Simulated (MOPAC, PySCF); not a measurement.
C8H7FSSi, SMILES `Fc1cc2cc([SiH3])ccc2s1`, neutral singlet in the gas phase. 

Cartesian coordinates (Å):
```xyz
18

F      4.7312    -0.1212     0.0287
C      3.4164     0.0552     0.1029
C      2.4461    -0.7687    -0.3980
C      1.1288    -0.2506    -0.1244
C     -0.1329    -0.7889    -0.4657
C     -1.3187    -0.1260    -0.1054
Si    -2.9988    -0.8576    -0.5531
C     -1.2356     1.1006     0.6095
C     -0.0049     1.6620     0.9634
C      1.1683     0.9838     0.5952
S      2.8163     1.4934     0.9266
H      2.6647    -1.6998    -0.9355
H     -0.1714    -1.7391    -1.0217
H     -3.8324     0.1402    -1.3134
H     -3.7690    -1.2457     0.6823
H     -2.7928    -2.0818    -1.4030
H     -2.1572     1.6321     0.8961
H      0.0420     2.6121     1.5157
```
Charge 0, multiplicity 1.

All levels are single points at this geometry (PBE-D3(BJ)/def2-SVP); Pople sets use spherical d functions. Orbital energies aren't observables, and empty levels follow the basis.

HF/STO-3G in PySCF gives HOMO (eV) = -6.05.

Question: Estimate the HOMO (eV) from each of these levels: PBE-D3(BJ)/def2-TZVP in PySCF; B3LYP/6-31G* in PySCF; B3LYP/LANL2DZ in PySCF; BP86/6-31G* in PySCF; PBE/6-31G* in PySCF; HF/3-21G in PySCF; HF/6-31G* in PySCF; PM6 in MOPAC.

Answer: 
| level | HOMO (eV) |
|---|---|
| PBE-D3(BJ)/def2-TZVP in PySCF | -5.66 |
| B3LYP/6-31G* in PySCF | -6.11 |
| B3LYP/LANL2DZ in PySCF | -6.44 |
| BP86/6-31G* in PySCF | -5.46 |
| PBE/6-31G* in PySCF | -5.36 |
| HF/3-21G in PySCF | -8.56 |
| HF/6-31G* in PySCF | -8.29 |
| PM6 in MOPAC | -8.94 |
